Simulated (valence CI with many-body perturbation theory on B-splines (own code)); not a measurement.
# Te II in brief

Calculated by configuration interaction combined with many-body perturbation theory (CI+MBPT): five valence electrons over a frozen Dirac-Fock core [Kr] 4d10, a basis of 9 s, 9 p, 8 d, 6 f, 3 g, 1 h functions for each j, with the one-electron correlation potential Σ1 (screened to all orders), the two-electron term Σ2, the three-electron term Σ3, Breit, model QED; selected single and double excitations, second order for the rest, scaled by the run's own slope (own B-spline code, finite nucleus).

Set against measurement, 14 paired levels are off by 107 cm⁻¹ on average, the worst by 342. These come from a selection out of the NIST Handbook of Basic Atomic Spectroscopic Data. Levels without a partner in it may be off by more. Among the levels kept, up to 1100 cm⁻¹ of a level comes from second order outside the variational space, and about a tenth of that is noise between levels of different J, which matters for small intervals.

Names give the largest LS component (configuration and term), which can be under half, so a name can repeat, a term be missing and a line seem to break the LS rules; names also repeat where a configuration has a term twice.

Rates and lifetimes use the calculated energies. Strong lines usually hold to 10 to 20 %, long lifetimes can be off by a factor of two.

Task: What is the ground level?

Result: 5s2 5p3 4S°_3/2, composition 89 % 5s2 5p3 4S° + 6 % 5s2 5p3 2P°, g = 1.948.

Task: What are the static dipole polarisabilities of the lowest levels?

Result: 5s2 5p3 4S°_3/2 21.5 (tensor -0.11); 5s2 5p3 2D°_3/2 22.2 (tensor -0.57); 5s2 5p3 2D°_5/2 22.5 (tensor -0.12); 5s2 5p3 2P°_1/2 23.2 bohr³, of which the core gives 1.30.

Task: Where does the other parity begin?

Result: At 5s 5p4 4P_5/2, 8.785 eV.

Task: Name the longest-lived excited levels whose lifetime is computed, and their main decay.

Result: 5s2 5p3 2D°_5/2 at 1.536 eV lives 2.82 s, mostly by M1 to 5s2 5p3 4S°_3/2; 5s2 5p2 5d 4F_9/2 at 11.206 eV lives 1.60 s, mostly by M1 to 5s2 5p2 5d 4F_7/2; 5s2 5p3 2D°_3/2 at 1.266 eV lives 308 ms, mostly by M1 to 5s2 5p3 4S°_3/2.

Task: Among levels below 13.317 eV, which E1 lines absorb most strongly from the ground level?

Result: to 5s2 5p2 5d 4P_5/2 at 100.7 nm, f = 1.13; to 5s2 5p2 5d 4P_3/2 at 99.15 nm, f = 0.722; to 5s2 5p2 5d 4P_1/2 at 97.86 nm, f = 0.327.
